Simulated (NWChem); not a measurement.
System: SiHOF, singlet; SMILES O[Si]F

NWChem input:

```
start job
memory heap 200 mb stack 700 mb global 900 mb
geometry units angstroms
  Si     0.034920    -0.043203     0.610109
  F     -0.687323     0.993189    -0.447880
  O      0.713348    -1.042096    -0.450548
  H      0.658934    -0.974974    -1.406538
end
basis spherical
  * library def2-svp
end
dft
  xc pbe0
  iterations 150
end
driver
  maxiter 120
end
task dft optimize
task dft freq
```

Parts of the log:

```
             Northwest Computational Chemistry Package (NWChem) 7.3.0
             --------------------------------------------------------

 CS  symmetry detected

                             Geometry "geometry" -> ""
                             -------------------------

 Output coordinates in angstroms (scale by  1.889725989 to convert to a.u.)

  No.       Tag          Charge          X              Y              Z
 ---- ---------------- ---------- -------------- -------------- --------------
    1 Si                  14.0000     0.62547084     0.02642254     0.00000000
    2 F                    9.0000    -0.41618991    -1.25030254     0.00000000
    3 O                    8.0000    -0.45067302     1.22013918     0.00000000
    4 H                    1.0000    -1.40549848     1.12169392     0.00000000

 Effective nuclear repulsion energy (a.u.)     102.2370868670

      Symmetry information
      --------------------

 Group name             Cs
 Group number              2
 Group order               2
 No. of unique centers     4

                                Z-matrix (autoz)
                                --------

 Units are Angstrom for bonds and degrees for angles

      Type          Name      I     J     K     L     M      Value
      ----------- --------  ----- ----- ----- ----- ----- ----------
    1 Stretch                  1     2                       1.64775
    2 Stretch                  1     3                       1.60719
    3 Stretch                  3     4                       0.95989
    4 Bend                     1     3     4               126.14832
    5 Bend                     2     1     3                98.75463
    6 Torsion                  2     1     3     4           0.00000

                           NWChem Geometry Optimization
                           ----------------------------

 maximum gradient threshold         (gmax) =   0.000450
 rms gradient threshold             (grms) =   0.000300
 maximum cartesian step threshold   (xmax) =   0.001800
 rms cartesian step threshold       (xrms) =   0.001200
 fixed trust radius                (trust) =   0.300000
 source of zmatrix                         =   autoz

          -------------------
          Energy Minimization
          -------------------

 Using diagonal initial Hessian
 Scaling for Hessian diagonals: bonds = 1.00  angles = 0.25  torsions = 0.10

          --------
          Step   0

                                 NWChem DFT Module
                                 -----------------

 Summary of "ao basis" -> "ao basis" (spherical)
 ------------------------------------------------------------------------------
       Tag                 Description            Shells   Functions and Types
 ---------------- ------------------------------  ------  ---------------------
 Si                         def2-svp                 8       18   4s3p1d
 F                          def2-svp                 6       14   3s2p1d
 O                          def2-svp                 6       14   3s2p1d
 H                          def2-svp                 3        5   2s1p

      Symmetry analysis of basis
      --------------------------

        a'         37
        a"         14

            General Information
            -------------------
          SCF calculation type: DFT
          Wavefunction type:  closed shell.
          No. of atoms     :     4
          No. of electrons :    32
           Alpha electrons :    16
            Beta electrons :    16
          Charge           :     0
          Spin multiplicity:     1
          Use of symmetry is: on ; symmetry adaption is: on
          Maximum number of iterations: 150
          AO basis - number of functions:    51
                     number of shells:    23
          Convergence on energy requested:  1.00D-06
          Convergence on density requested:  1.00D-05
          Convergence on gradient requested:  5.00D-04

              XC Information
              --------------
                         PBE0 Method XC Functional
                     Hartree-Fock (Exact) Exchange  0.250
          PerdewBurkeErnzerhof Exchange Functional  0.750
            Perdew 1991 LDA Correlation Functional  1.000 local
           PerdewBurkeErnz. Correlation Functional  1.000 non-local

             Grid Information
             ----------------
          Grid used for XC integration:  medium
          Radial quadrature: Mura-Knowles
          Angular quadrature: Lebedev.
          Tag              B.-S. Rad. Rad. Pts. Rad. Cut. Ang. Pts.
          ---              ---------- --------- --------- ---------
          Si                  1.10       88           8.0       590
          F                   0.50       49           8.0       434
          O                   0.60       49           7.0       434
          H                   0.35       45           8.0       434
          Grid pruning is: on
          Number of quadrature shells:   231
          Spatial weights used:  Erf1

      Superposition of Atomic Density Guess
      -------------------------------------

 Sum of atomic energies:        -463.22148858

      Non-variational initial energy
      ------------------------------

 Total energy =    -463.668991
 1-e energy   =    -846.234815
 2-e energy   =     280.328736
 HOMO         =      -0.298745
 LUMO         =      -0.010910

      Symmetry analysis of molecular orbitals - initial
      -------------------------------------------------

  Numbering of irreducible representations:

     1 a'          2 a"

  Orbital symmetries:

     1 a'          2 a'          3 a'          4 a'          5 a'
     6 a'          7 a"          8 a'          9 a'         10 a'
    11 a'         12 a'         13 a"         14 a'         15 a"
    16 a'         17 a"         18 a'         19 a'         20 a'
    21 a'         22 a"         23 a'         24 a'         25 a'
    26 a"

   convergence    iter        energy       DeltaE   RMS-Dens  Diis-err
 ---------------- ----- ----------------- --------- --------- ---------
 d= 0,ls=0.0,diis     1   -464.6206144884 -5.67D+02  2.18D-02  7.18D-01
 d= 0,ls=0.0,diis     2   -464.5522767865  6.83D-02  1.15D-02  1.61D+00
 d= 0,ls=0.0,diis     3   -464.6990234736 -1.47D-01  9.33D-04  4.80D-03
 d= 0,ls=0.0,diis     4   -464.6994332214 -4.10D-04  1.72D-04  1.97D-04
 d= 0,ls=0.0,diis     5   -464.6994456688 -1.24D-05  7.69D-05  5.67D-05
  Resetting Diis
 d= 0,ls=0.0,diis     6   -464.6994503511 -4.68D-06  2.32D-05  3.56D-06
 d= 0,ls=0.0,diis     7   -464.6994507066 -3.56D-07  4.49D-06  2.04D-08

         Total DFT energy =     -464.699450706631
      One electron energy =     -848.240271409144
           Coulomb energy =      321.399459132944
    Exchange-Corr. energy =      -40.095725297456
 Nuclear repulsion energy =      102.237086867024

 Numeric. integr. density =       31.999998845300

                  Occupations of the irreducible representations
                  ----------------------------------------------

                     irrep           alpha         beta
                     --------     --------     --------
                     a'               13.0         13.0
                     a"                3.0          3.0

                       DFT Final Molecular Orbital Analysis
                       ------------------------------------

 Vector   14  Occ=2.000000D+00  E=-3.802438D-01  Symmetry=a"
              MO Center= -4.0D-01,  8.5D-01, -8.8D-16, r^2= 1.3D+00
   Bfn.  Coefficient  Atom+Function         Bfn.  Coefficient  Atom+Function
  ----- ------------  ---------------      ----- ------------  ---------------
    38      0.565742  3 O  pz                41      0.427258  3 O  pz
    24      0.243954  2 F  pz                27     -0.181768  2 F  pz
    10      0.093626  1 Si pz                13      0.084026  1 Si pz
    15      0.071639  1 Si d -1               7     -0.053851  1 Si pz
    17      0.031938  1 Si d  1

 Vector   15  Occ=2.000000D+00  E=-3.770288D-01  Symmetry=a'
              MO Center= -4.0D-01,  5.5D-01,  1.4D-15, r^2= 2.0D+00
   Bfn.  Coefficient  Atom+Function         Bfn.  Coefficient  Atom+Function
  ----- ------------  ---------------      ----- ------------  ---------------
    37      0.509430  3 O  py                23     -0.359490  2 F  py
    40      0.358755  3 O  py                26      0.252377  2 F  py
    35      0.128663  3 O  s                 36      0.112007  3 O  px
     3     -0.111388  1 Si s                 22      0.111091  2 F  px
    34      0.105125  3 O  s                 47     -0.091397  4 H  s

[...]

      ----------------------
      Optimization converged
      ----------------------

  Step       Energy      Delta E   Gmax     Grms     Xrms     Xmax
  ---- ---------------- -------- -------- -------- -------- --------
@    5    -464.70128696 -7.5D-07  0.00016  0.00007  0.00060  0.00132
                                     ok       ok       ok       ok

                                Z-matrix (autoz)
                                --------

 Units are Angstrom for bonds and degrees for angles

      Type          Name      I     J     K     L     M      Value     Gradient
      ----------- --------  ----- ----- ----- ----- ----- ---------- ----------
    1 Stretch                  1     2                       1.64429   -0.00016
    2 Stretch                  1     3                       1.65624   -0.00003
    3 Stretch                  3     4                       0.96688   -0.00001
    4 Bend                     1     3     4               119.09577    0.00000
    5 Bend                     2     1     3               100.37593    0.00003
    6 Torsion                  2     1     3     4           0.00000    0.00000

                         Geometry "geometry" -> "geometry"
                         ---------------------------------

 Output coordinates in angstroms (scale by  1.889725989 to convert to a.u.)

  No.       Tag          Charge          X              Y              Z
 ---- ---------------- ---------- -------------- -------------- --------------
    1 Si                  14.0000     0.62140183     0.01245178     0.00000000
    2 F                    9.0000    -0.42110674    -1.25910501     0.00000000
    3 O                    8.0000    -0.44932763     1.27604745     0.00000000
    4 H                    1.0000    -1.39785802     1.08855888     0.00000000

 Effective nuclear repulsion energy (a.u.)     100.8521511415

      Symmetry information
      --------------------

 Group name             Cs
 Group number              2
 Group order               2
 No. of unique centers     4

                Final and change from initial internal coordinates
                --------------------------------------------------

                                Z-matrix (autoz)
                                --------

 Units are Angstrom for bonds and degrees for angles

      Type          Name      I     J     K     L     M      Value       Change
      ----------- --------  ----- ----- ----- ----- ----- ---------- ----------
    1 Stretch                  1     2                       1.64429   -0.00346
    2 Stretch                  1     3                       1.65624    0.04906
    3 Stretch                  3     4                       0.96688    0.00700
    4 Bend                     1     3     4               119.09577   -7.05255
    5 Bend                     2     1     3               100.37593    1.62130
    6 Torsion                  2     1     3     4           0.00000    0.00000

 ==============================================================================
                                internuclear distances
 ------------------------------------------------------------------------------
       center one      |      center two      | atomic units |  angstroms
 ------------------------------------------------------------------------------
    2 F                |   1 Si               |     3.10725  |     1.64429
    3 O                |   1 Si               |     3.12984  |     1.65624
    4 H                |   3 O                |     1.82714  |     0.96688
 ------------------------------------------------------------------------------
                         number of included internuclear distances:          3
 ==============================================================================

[second-derivative integrals and response iterations left out]

  Vibrational analysis via the FX method

  See chapter 2 in "Molecular Vibrations" by Wilson, Decius and Cross

  Vib: Default input used

 ---------------------------- Atom information ----------------------------
     atom    #        X              Y              Z            mass
 --------------------------------------------------------------------------
    Si       1  1.1742792D+00  2.3530452D-02  0.0000000D+00  2.7976930D+01
    F        2 -7.9577635D-01 -2.3793635D+00  0.0000000D+00  1.8998400D+01
    O        3 -8.4910611D-01  2.4113800D+00  0.0000000D+00  1.5994910D+01
    H        4 -2.6415686D+00  2.0570780D+00  0.0000000D+00  1.0078250D+00
 --------------------------------------------------------------------------

[unprojected Hessian and modes left out]

[...]

 Rotational Constants
 --------------------
 A=   0.870892 cm-1  (  1.252991 K)
 B=   0.294205 cm-1  (  0.423286 K)
 C=   0.219914 cm-1  (  0.316400 K)

 Temperature                      =   298.15K
 frequency scaling parameter      =   1.0000

 Zero-Point correction to Energy  =   10.228 kcal/mol  (  0.016299 au)
 Thermal correction to Energy     =   12.533 kcal/mol  (  0.019973 au)
 Thermal correction to Enthalpy   =   13.126 kcal/mol  (  0.020917 au)

 Total Entropy                    =   63.808 cal/mol-K
   - Translational                =   38.370 cal/mol-K (mol. weight =  63.9781)
   - Rotational                   =   22.865 cal/mol-K (symmetry #  =        1)
   - Vibrational                  =    2.574 cal/mol-K

 Cv (constant volume heat capacity) =   10.676 cal/mol-K
   - Translational                  =    2.979 cal/mol-K
   - Rotational                     =    2.979 cal/mol-K
   - Vibrational                    =    4.717 cal/mol-K

[normal modes left out]

 ----------------------------------------------------------------------------
 Normal Eigenvalue ||           Projected Infra Red Intensities
  Mode   [cm**-1]  || [atomic units] [(debye/angs)**2] [(KM/mol)] [arbitrary]
 ------ ---------- || -------------- ----------------- ---------- -----------
    1       -0.000 ||    0.000154           0.004         0.150       0.027
    2        0.000 ||    0.001051           0.024         1.024       0.185
    3        0.000 ||    0.000806           0.019         0.786       0.142
    4        0.000 ||    0.000092           0.002         0.090       0.016
    5        0.000 ||    0.000200           0.005         0.195       0.035
    6        0.000 ||    0.000265           0.006         0.258       0.046
    7      306.601 ||    0.046883           1.082        45.704       8.237
    8      523.199 ||    0.176874           4.081       172.425      31.074
    9      720.516 ||    0.083702           1.931        81.597      14.705
   10      851.112 ||    0.169504           3.911       165.241      29.779
   11      900.745 ||    0.111634           2.575       108.826      19.612
   12     3855.867 ||    0.091884           2.120        89.573      16.142
 ----------------------------------------------------------------------------
```

Level: PBE0/def2-SVP. Low-valent species are run as closed-shell singlets; no triplet was tried in these runs.
